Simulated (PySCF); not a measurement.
# Working out the ionisation energy of Cl²⁺

Cl²⁺ [Ne] 3s2 3p3 (4S) → Cl³⁺ [Ne] 3s2 3p2 (3P). Computed with PySCF 2.14 in aug-cc-pwCVDZ, with no relativity, point nucleus. Frozen: nothing. Energies in hartree (1 hartree = 27.21139 eV):

```
            part  Cl²⁺ (lower)  Cl³⁺ (upper)
             UHF   -458.210800   -456.779066
CCSD correlation     -0.247783     -0.233444
             (T)     -0.002278     -0.002129
```

Q: What does Hartree-Fock give?

A: (-456.779066) − (-458.210800) = 1.431734 hartree = 38.959 eV.

Q: What do CCSD and CCSD(T) give?

A: The CCSD correlation energies differ by 0.014339 hartree = 0.390 eV and the triples by 0.000149 hartree = 0.004 eV, so CCSD gives 39.349 eV and CCSD(T) 39.353 eV.

A first-order spin-orbit estimate adds -0.098 eV to CCSD(T) (all electrons), giving 39.255 eV against 39.8 ± 0.11 eV (semi-empirical (NIST evaluation); NIST Atomic Spectra Database, ionization energies).

A double-zeta basis recovers only part of the correlation energy.

What remains against the reference includes basis incompleteness and higher excitations.
